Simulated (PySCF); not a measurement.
Two species compared at the same levels of theory.

First species: C5H4ClOPSi.
SMILES: `[SiH3]c1pc(C#C)c(Cl)o1`

Second species: C₃H₁₀OSi₂.
SMILES: `C=C[Si@@H](C)O[SiH3]`

Levels: CAM-B3LYP/def2-SVPD for dipole moment, HOMO energy, LUMO energy, HOMO–LUMO gap, static isotropic polarisability and electronic spatial extent ⟨r²⟩ about the centre of nuclear charge; TDDFT CAM-B3LYP/def2-SVPD for lowest singlet excitation; TDA CAM-B3LYP/def2-SVPD for lowest triplet excitation (Tamm–Dancoff); GFN2-xTB for rotational constant A and rotational constant C. Geometries: GFN2-xTB. All species are isolated and taken at one optimised geometry, non-relativistic unless stated; the electronic structure was computed with PySCF and density fitting.

The conformers computed, where there is a choice (atom-mapped SMILES and torsion angles):
- `[CH2:1]=[CH:2][Si@@H:3]([CH3:4])[O:5][SiH3:6]`: C1–C2–Si3–C4 -116°, C2–Si3–O5–Si6 -21°

```
                                                         property    column X    column Y
                                                    dipole moment      0.77 D      0.57 D
                                                      HOMO energy    -9.19 eV    -8.18 eV
                                                      LUMO energy     0.76 eV    -0.57 eV
                                                    HOMO–LUMO gap     9.95 eV     7.61 eV
                                        lowest singlet excitation     6.59 eV     4.87 eV
                         lowest triplet excitation (Tamm–Dancoff)     4.36 eV     3.01 eV
                                  static isotropic polarisability     89.2 au    128.1 au
electronic spatial extent ⟨r²⟩ about the centre of nuclear charge  1112 bohr²  2104 bohr²
                                            rotational constant A   2.698 GHz   1.647 GHz
                                            rotational constant C   1.139 GHz   0.493 GHz
```

Q: Which column belongs to which species?

A: Column X is the second species and column Y the first. The first has 13 atoms and 88 electrons, the second 16 and 64.

Q: How does each property change from the first species to the second?

A: dipole moment +0.20 D; HOMO energy -1.01 eV; LUMO energy +1.33 eV; HOMO–LUMO gap +2.34 eV; lowest singlet excitation +1.72 eV; lowest triplet excitation (Tamm–Dancoff) +1.35 eV; static isotropic polarisability -38.9 au; electronic spatial extent ⟨r²⟩ about the centre of nuclear charge -992 bohr²; rotational constant A +1.051 GHz; rotational constant C +0.646 GHz.

On the first: The polarisability is 18.99 Å³ as a volume (1 au = 0.148185 Å³), or 1.46 au for each of the 88 electrons. S1 lies 2.74 eV below the HOMO–LUMO gap; its leading configuration is HOMO→LUMO, weight 0.96.

On the second: The vertical singlet–triplet gap S1 − T1 is 2.23 eV (TDDFT singlet less Tamm–Dancoff triplet; S1: HOMO−1→LUMO, weight 0.74; T1: HOMO→LUMO, weight 0.65). S1 lies 3.36 eV below the HOMO–LUMO gap; its leading configuration is HOMO−1→LUMO, weight 0.74.
